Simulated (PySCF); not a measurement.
C2H6N, SMILES C[CH]N, multiplicity 2.

Geometry: r2SCAN-D4/def2-TZVP. The isomer is the one that the SMILES or the coordinates give; other isomers of the formula were not compared. Other conformers were not sampled.

Level of theory: TDA-M06-2X/def2-SVPD in PySCF.

Vertical excitations. The molecule is in vacuum.

Computed UV-visible absorptions:
```tsv
state	energy (eV)	λ (nm)	f	main pairs
root 1	3.74	331	0.001	α HOMO→LUMO 91 %
root 2	4.74	262	0.005	α HOMO→LUMO+1 70 %, α HOMO→LUMO+2 17 %
root 3	4.87	255	0.007	α HOMO→LUMO+2 79 %, α HOMO→LUMO+1 16 %
root 4	5.91	210	0.018	α HOMO→LUMO+3 89 %
root 5	6.25	198	0.111	α HOMO→LUMO+5 12 %, β HOMO→LUMO 61 %
root 6	6.51	190	0.004	α HOMO→LUMO+4 45 %, α HOMO→LUMO+6 28 %, α HOMO→LUMO+5 20 %
root 7	6.73	184	0.051	α HOMO→LUMO+4 39 %, α HOMO→LUMO+5 30 %, β HOMO→LUMO 14 %
root 8	6.92	179	0.003	α HOMO→LUMO+6 58 %, α HOMO→LUMO+5 29 %
root 9	7.30	170	0.003	α HOMO→LUMO+7 64 %, β HOMO−1→LUMO 17 %
root 10	7.39	168	0.005	α HOMO→LUMO+7 21 %, β HOMO−1→LUMO 57 %
```
Unrestricted roots are not spin-pure.
